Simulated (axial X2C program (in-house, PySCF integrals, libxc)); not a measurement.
# BSe⁺: bond constants with and without spin–orbit coupling

Computed with an in-house relativistic program for diatomic molecules. Spin-free means the one-electron spin-free X2C Hamiltonian; two-component (2c) means X2C with spin–orbit coupling and atomic mean-field two-electron Coulomb and Gaunt terms, so the difference of the two also holds small scalar two-electron terms. Basis: Se dyall-cv3z [8s9p6d4f1g], B dyall-v3z [7s6p2d1f] (cores contracted in-house); Gaussian nuclei, density fitting, unrestricted open shells. Masses: Se 79.917 u, B 11.009 u.

State, spin-free: M_S = 1, Λ = 1 (beyond evenly filled blocks: σα, π+α, π+β, π-α); electrons by block: σα: 10, σβ: 9, π+α: 4, π+β: 4, π-α: 4, π-β: 3, δ+α: 1, δ+β: 1, δ-α: 1, δ-β: 1. Fragments: Se + B+.

State, 2c: Ω = 2 (⟨Sz⟩ = 1.00, ⟨Lz⟩ = 1.00 at PBE0); electrons by block: 1/2: 14, -1/2: 13, 3/2: 5, -3/2: 4, 5/2: 1, -5/2: 1. Fragments: Se + B+.

| Hamiltonian | level | Re (Å) | ωe (cm⁻¹) | αe (cm⁻¹) | De (eV) | D0 (eV) | k (mdyn/Å) | μ (D) |
| --- | --- | --- | --- | --- | --- | --- | --- | --- |
| spin-free | PBE0 | 1.838 | 806.0 | 0.00436 | 3.19 | 3.14 | 3.7 | 2.80 |
| spin-free | HF | 1.838 | 793.0 | 0.00529 | 1.90 | 1.85 | 3.58 | 3.51 |
| spin-free | MP2 | 1.834 | 843.6 | 0.00389 | 2.71 | 2.66 | 4.06 | n/a |
| spin-free | CCSD | 1.849 | 778.9 | 0.00494 | 2.25 | 2.21 | 3.46 | n/a |
| spin-free | CCSD(T) | 1.856 | 777.1 | 0.00453 | 2.45 | 2.41 | 3.44 | n/a |
| spin-free | M06 | 1.840 | 788.6 | 0.00456 | 3.03 | 2.98 | 3.55 | 2.64 |
| 2c | PBE0 | 1.839 | 803.3 | 0.00439 | 3.24 | 3.19 | 3.68 | 2.80 |
| 2c | HF | 1.838 | 790.2 | 0.00537 | n/a | n/a | 3.56 | 3.52 |
| 2c | CCSD | 1.851 | 774.9 | 0.00501 | 2.24 | 2.19 | 3.42 | n/a |
| 2c | CCSD(T) | 1.857 | 773.3 | 0.00458 | 2.43 | 2.38 | 3.41 | n/a |
| 2c | M06 | 1.841 | 786.0 | 0.00458 | 3.00 | 2.95 | 3.52 | 2.65 |

Correlated methods: 8 electrons correlated (number of frozen shells: Se 3 s, 2 p, 1 d; B 1 s), 192 virtual spin orbitals or spinors in MP2, 90 natural virtuals in coupled cluster.

Dipoles are positive if B is the positive end and refer to the centre of mass.

The state is a single determinant with fixed occupations, the lowest that a limited PBE0 search found. Dissociation energies refer to the lowest single-determinant-based atoms at the same level and basis. De is not given where an atomic determinant may have missed its ground term or J level, or where the truncated virtual space spoils (T). Density functionals use the spin component along the axis (collinear). CCSD and (T) use frozen natural virtuals with an MP2 correction for the truncation; (T) itself is uncorrected, so its De runs slightly low. PBE0 can misorder states that lie within some tenths of an eV, so this need not be the ground state of the molecule. The nearest other spin-free determinant of the search, M_S = 0, Λ = 1, lies 0.10 eV up at the distance of the search. The functionals have no current-density term, which raises determinants with orbital currents, atoms included. With several unpaired electrons one determinant need not be a pure state. A state of lower Ω lies just above, and one determinant can place such states too high, so the state shown need not be the lowest. The search has Ω = 1 only 0.11 eV up. Open-shell Ω = 0 determinants with evenly filled partner blocks cannot be reached by this program, so the Ω shown need not be the lowest component.

No reliable constants came from MP2 (2c): no minimum in range, unconverged points, a curve that is not smooth, a change of character along it, or the two Hamiltonians disagreeing along it.

Rough cost a point (2c) on 1 thread(s) of a shared host, integrals apart: PBE0 0.4 s, HF 0.26 s, CCSD(T) 2.4 s, M06 0.7 s.
